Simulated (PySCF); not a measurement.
# Electric field gradients and quadrupole coupling constants

C₆H₇NO₂P (charge -1).
Structure used (GFN2-xTB), in Å, numbered top down from 1:
```xyz
17
C6H7NO2P angstrom
C     -2.3877    0.2062    0.6494
P     -1.5293   -0.7767   -0.6884
O     -1.9233   -0.2573   -2.0270
O     -1.6507   -2.2316   -0.3958
C      0.1964   -0.2243   -0.3084
C      0.7412    0.8938   -0.9201
C      2.0363    1.2615   -0.6036
N      2.7979    0.6005    0.2583
C      2.2734   -0.4738    0.8334
C      0.9898   -0.9253    0.5861
H     -2.0419   -0.0967    1.6344
H     -3.4498   -0.0168    0.5580
H     -2.2329    1.2733    0.5124
H      0.1473    1.4457   -1.6332
H      2.5042    2.1316   -1.0551
H      2.9302   -0.9887    1.5285
H      0.5919   -1.8094    1.0612
```

Field gradients from the PBE0/pcSseg-1 density (PySCF, non-relativistic), principal values in atomic units, ordered |Vxx| ≤ |Vyy| ≤ |Vzz|:

```tsv
atom	Vxx	Vyy	Vzz
O3	-0.3300	-0.4511	0.7811
O4	-0.3284	-0.4527	0.7811
N8	0.3554	0.7424	-1.0978
```

Task: Find the asymmetry η = (Vxx − Vyy)/Vzz and the couplings χ = eQV/h (234.96 MHz × Q in barn × V in au), with Q(17O) = −0.0256 b, Q(14N) = 0.02044 b.

Result: 
```csv
atom,environment,nucleus,η,χzz (MHz),χxx (MHz),χyy (MHz)
O3,oxygen bonded to P,17O,0.16,-4.698,1.985,2.714
O4,oxygen bonded to P,17O,0.16,-4.699,1.975,2.723
N8,pyridine-type nitrogen,14N,0.35,-5.27,1.71,3.57
```

The tensor is traceless: Vxx + Vyy + Vzz = 0.

Task: What is Vzz at O3 in SI units (1 au = 9.71736 × 10²¹ V/m²)?

Result: 0.7811 au = 7.590 × 10²¹ V/m².

Were the hydrogens deuterons (Q(2H) = 0.00286 b), χzz would run from 214 kHz (H15 and H16) to 219 kHz (H13, H11, H14 and H17).

Isolated species at its GFN2-xTB geometry (one conformer only). The pcSseg-1 basis has no diffuse functions, a weakness for an anion. GFN2-xTB bond lengths can be off by several hundredths of an ångström, more for odd bonds, and the gradients follow them. These gradients aren't converged with respect to the basis.

These values come from a run that also computed NMR shieldings. The run took about 2.3 min of CPU time (with the writing of density and orbital grids) (one thread, shared machine).
